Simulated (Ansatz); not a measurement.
`OC[S][GeH3]` and `C[S][GeH3]` differ in one atom or group.

Ansatz, PBE0-D4/def2-TZVP geometries, multiplicity 1. Each molecule was computed in one conformer, which needn't be the lowest.

Scalar relativity is left out up to krypton.

```
                               property  `OC[S][GeH3]`
     HOMO energy (PBE0/def2-TZVPP) / eV          -7.13
  HOMO energy (ωB97M-V/def2-TZVPP) / eV          -9.33
     LUMO energy (PBE0/def2-TZVPP) / eV          -0.11
HOMO–LUMO gap (ωB97M-V/def2-TZVPP) / eV          11.03
   HOMO–LUMO gap (PBE0/def2-TZVPP) / eV           7.02
    HOMO energy (B3LYP/def2-TZVPP) / eV          -6.90
```

Problem. What does the change do to each property? (An estimate is asked.)

Solution. Ansatz gave: 
| property | `C[S][GeH3]` | shift |
| --- | --- | --- |
| HOMO energy (PBE0/def2-TZVPP) / eV | -6.77 | 0.36 |
| HOMO energy (ωB97M-V/def2-TZVPP) / eV | -8.96 | 0.37 |
| LUMO energy (PBE0/def2-TZVPP) / eV | 0.14 | 0.25 |
| HOMO–LUMO gap (ωB97M-V/def2-TZVPP) / eV | 10.90 | -0.13 |
| HOMO–LUMO gap (PBE0/def2-TZVPP) / eV | 6.90 | -0.12 |
| HOMO energy (B3LYP/def2-TZVPP) / eV | -6.54 | 0.36 |

With PBE0 the HOMO rises by 0.36 eV and the LUMO rises by 0.25 eV, so the gap narrows by about 0.11 eV. PBE moves the HOMO by 0.34 eV and ωB97M-V by 0.37 eV.

B3LYP here is the variant with VWN-RPA as its local correlation; programs differ in this.
